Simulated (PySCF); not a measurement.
CH$_{2}$I$_{2}$, triplet, at the geometry of the source list (a higher spin typed on purpose: for a closed-shell molecule this is an excited state) (core potentials on I). Base run: PBE0/def2-SVP run with PySCF.

PySCF was given this input:
```python
from pyscf import gto, scf, dft, solvent

mol = gto.Mole()
mol.atom = '''
    I    -1.80390000    0.94030000    0.00290000
    C     0.00030000   -0.22020000    0.00680000
    I     1.80060000    0.94460000   -0.06450000
    H     0.01850000   -0.80210000    0.92070000
    H    -0.01540000   -0.86260000   -0.86590000
'''
mol.basis = 'def2-svp'
mol.ecp = {'I': 'def2-svp'}
mol.spin = 2
mol.verbose = 4
mol.build()

mf = dft.UKS(mol)
mf.xc = 'pbe0'
mf.kernel()
```

The base run was repeated with changes; each row names its change, and settings that it needs were set with it.

| change | ΔE vs base (kJ/mol) | dipole (D) |
|---|---|---|
| base | 0.00 | 1.09 |
| model = SS(V)PE; solvent = 2-propanol | -4.51 | 1.46 |
| model = IEF-PCM; solvent = 2-propanol; lebedev_order = 11 | -4.43 | 1.46 |
| model = IEF-PCM; solvent = dichloromethane | -4.11 | 1.43 |
| model = IEF-PCM; solvent = water | -4.89 | 1.50 |
| model = IEF-PCM; solvent = 2-propanol; vdw_scale = 1.0 | 18.52 | 1.51 |
| model = IEF-PCM; solvent = 2-propanol | -4.57 | 1.47 |
| model = ddCOSMO; solvent = 2-propanol | -3.05 | 1.39 |
| model = COSMO; solvent = 2-propanol | -4.56 | 1.47 |
| model = IEF-PCM; solvent = 2-propanol; vdw_scale = 1.4 | -2.56 | 1.37 |
| model = IEF-PCM; solvent = 2-propanol; lebedev_order = 41 | -4.59 | 1.47 |
| model = C-PCM; solvent = 2-propanol | -4.70 | 1.48 |

The base is the gas phase, so ΔE is the electrostatic part of solvation at a fixed geometry, without cavity and dispersion terms.

Open shells are given as the SCF converged; they aren't shown to be the lowest states, and a large step between rows can be another state.
